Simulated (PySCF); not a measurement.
Molecule: CH₅F₃Si₂, SMILES FC(F)(F)[SiH2][SiH3]. Atoms near the plane z = 0.6 Å, at the GFN2-xTB optimised geometry (x, y, z in Å): F1 (0.8, -1.7, 1.1), C2 (1.2, -1.0, 0.0), F3 (2.5, -1.0, 0.0), Si5 (0.4, 0.8, 0.0), Si6 (-1.9, 0.4, 0.0), H8 (1.1, 1.4, 1.2), H9 (-2.5, 1.7, -0.1), H11 (-2.3, -0.1, 1.3).

Method: CAM-B3LYP/def2-TZVP in PySCF 2.14.0. The values are rescaled to run from 0 to 1.

```
|                           |
|                           |
|                           |
|                           |
|       .                   |
|    .::::.. ...:..         |
|   .:-==--:::-----:.       |
|   :-=+++=---=+++=-:       |
|  .:=+***+==++***+=-.      |
|  .-=+*#**+***#%#*+-:      |
|  .-=+*##***##%%%#+-:      |
|  .-=+*#######%%#*+-:.     |
|  .-=*#%%########*+=--:    |
|  .-=*#%%##***###*+++=-:   |
|  .:=+###**++**###*##*+-.  |
|   :-++**++==+#%%##%%#+-.  |
|   .:-=+==--=*#%@%%%@#+-.  |
|    .:----:-=*%@@%###*+-.  |
|     ......-=*%@@#***+=:   |
|           :=*#%#*+==-:.   |
|           .-=+**+-::.     |
|            .:-==-:.       |
|             ..::.         |
|                           |
|                           |
|                           |
|                           |
```
Scale: ten equal steps from 0.000 (start of ' ') to 1.00 (end of '@'), in the order ' .:-=+*#%@'; x runs from -5.00 to 5.00, y from -5.00 (bottom) to 5.00 (top).

Which quantity is mapped?
A) an orbital amplitude
B) electron localisation function
C) log10 of the electron density
D) electrostatic potential

C, log10 of the electron density. In full: log10 of the electron density (e/bohr³), floored at −4.
